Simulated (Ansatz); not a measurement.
The pair A = H3ISi (SMILES [SiH3]I) (first 5 atoms), B = CH4 (SMILES C); geometry from B3LYP-D3(BJ)/def2-TZVP.
(charge 0, multiplicity 1):
```xyz
10

Si     0.20331    -1.37408     1.33719
I     -0.54154     0.91006     0.81057
H      0.36379    -2.10873     0.06698
H     -0.82274    -2.01561     2.18062
H      1.48993    -1.29053     2.05363
C      0.00821    -0.16965     4.96737
H     -0.84942    -0.82540     4.82321
H      0.92751    -0.74727     4.87903
H     -0.00451     0.61436     4.21180
H     -0.04255     0.27988     5.95800
```

Cores are frozen in the correlated methods. Filled d and f shells under p-block atoms count as core. MP2 and its Hartree–Fock in def2-QZVPPD, def2-TZVPPD are density fitted.

The values were computed with Ansatz (a program for electronic structure). Values without a source in brackets are computed. In def2 rows elements past Kr take small-core potentials, without spin–orbit coupling.

The counterpoise-corrected interaction energy is E(AB) − E(A in the pair's basis) − E(B in the pair's basis). Total energies (hartree):

```tsv
level	AB	A in the pair's basis	B in the pair's basis
HF/def2-TZVPPD	-627.5994627	-587.3864724	-40.2144626
MP2/def2-TZVPPD	-628.0706190	-587.6562943	-40.4128742
HF/def2-QZVPPD	-627.6117308	-587.3965196	-40.2166764
MP2/def2-QZVPPD	-628.1223221	-587.6942125	-40.4264456
MP2/def2-SVPD	-627.8287157	-587.4885619	-40.3390608
CCSD(T)/def2-SVPD	-627.8966553	-587.5290119	-40.3665919
```

**Question.** Work out the counterpoise-corrected interaction energy at the basis-set limit: extrapolate the MP2 correlation part as X⁻³, take Hartree–Fock from the larger set, and add the CCSD(T) − MP2 difference of def2-SVPD.

**Answer.** 
1. Differences (1 hartree = 627.509 kcal/mol): HF/def2-TZVPPD 0.924; MP2/def2-TZVPPD -0.910; HF/def2-QZVPPD 0.919; MP2/def2-QZVPPD -1.044; MP2/def2-SVPD -0.686; CCSD(T)/def2-SVPD -0.660.
2. Correlation parts, MP2 less HF: -1.834 in def2-TZVPPD (X = 3), -1.964 in def2-QZVPPD (X = 4).
3. Limit (4³·(-1.964) − 3³·(-1.834))/(4³ − 3³) = -2.058; with HF/def2-QZVPPD it gives -1.139.
4. CCSD(T) less MP2 in def2-SVPD: 0.026.
Result: -1.11 kcal/mol, against -0.91 at MP2/def2-TZVPPD. It is an estimate of this method's limit, not of the exact value.
